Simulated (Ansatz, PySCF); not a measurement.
Dissociation curve of K2, singlet.

- RKS-M06-2X = restricted M06-2X/def2-SVP (PySCF 2.14.0)
- RKS-B3LYP = PySCF with restricted B3LYP/def2-SVP
- RKS-PBE = restricted PBE/def2-SVP (Ansatz, a quantum-chemistry and plane-wave program)
- UCCSD(T) = CCSD(T) on UHF/def2-SVP, 10 core orbitals frozen run with PySCF
- RCCSD = CCSD on RHF/def2-SVP, 10 core orbitals frozen (PySCF 2.14.0)

Energies are in kJ/mol, each relative to the lowest point of its own curve near equilibrium.

```
R / Å  RKS-M06-2X   RKS-B3LYP     RKS-PBE    UCCSD(T)       RCCSD
-----  ----------  ----------  ----------  ----------  ----------
3.19         19.0        24.4        26.1        29.5        30.1
3.39   (withheld)        12.4        13.7        16.6        17.0
3.57          2.9         5.5         6.4         8.6         8.8
3.74          0.4         1.7         2.2         3.6         3.7
3.91          0.0         0.1         0.3         0.8         0.9
4.01          0.7         0.0         0.0         0.1         0.1
4.10          1.8  (withheld)         0.2         0.0         0.0
4.23          4.2         1.6         1.2         0.6         0.6
4.38          7.6         3.7  (withheld)         2.2         2.2
4.67         16.0         9.5         8.6         7.2         7.3
4.99         26.3        17.4        16.2        14.6        14.8
5.37         38.7        27.3        25.8        23.8        24.1
5.96         57.1        42.0        40.2        35.7        36.9
6.63         75.2        56.0        53.9        42.9        47.1
7.22         88.5        65.6        63.2        45.8        52.5
7.98   (withheld)        74.8        71.9        47.5        56.2
8.85        113.2        81.9        78.2        48.2        58.1
9.85        121.7        87.0        82.0  (withheld)        59.1
10.70       126.8        89.8        83.7        48.7  (withheld)
12.02       132.2        92.4        84.9        48.8        59.8
```

Problem. Fill in the missing entries.

Solution. 
- 3.39, RKS-M06-2X: 8.5
- 4.10, RKS-B3LYP: 0.4
- 4.38, RKS-PBE: 3.2
- 7.98, RKS-M06-2X: 102.0
- 9.85, UCCSD(T): 48.6
- 10.70, RCCSD: 59.5

The restricted form behind RKS-M06-2X, RKS-B3LYP, RKS-PBE keeps the bonding electrons paired and can't separate into open-shell fragments. The unrestricted determinant behind UCCSD(T) is spin-contaminated at 3.19 to 12.02 Å (<S²> up to 1.0, against 0.00 for a pure singlet). The T1 diagnostic of CCSD on the restricted reference of RCCSD exceeds 0.045 at 8.85 to 12.02 Å.
